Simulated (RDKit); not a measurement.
Input file for RDKit: UFF on HF (SMILES F).

```python
from rdkit import Chem
from rdkit.Chem import AllChem, rdDetermineBonds

blocks = [
'''2

F     0.55177904    0.61911929   -0.26114465
H     0.28287210   -0.21341687   -0.56464964
''',
]
mol = None
for b in blocks:
    f = Chem.MolFromXYZBlock(b)
    rdDetermineBonds.DetermineBonds(f, charge=0)
    mol = f if mol is None else Chem.CombineMols(mol, f)
Chem.SanitizeMol(mol)
print(Chem.MolToSmiles(Chem.RemoveHs(mol)))
ff = AllChem.UFFGetMoleculeForceField(mol, vdwThresh=100.0, ignoreInterfragInteractions=False)
e = ff.CalcEnergy()
print(f'UFF energy {e:.6f} kcal/mol')
```

Program output:

```
F
UFF energy 1.516026 kcal/mol
```

The run finished.

Cost: very roughly 0.020 core-seconds.
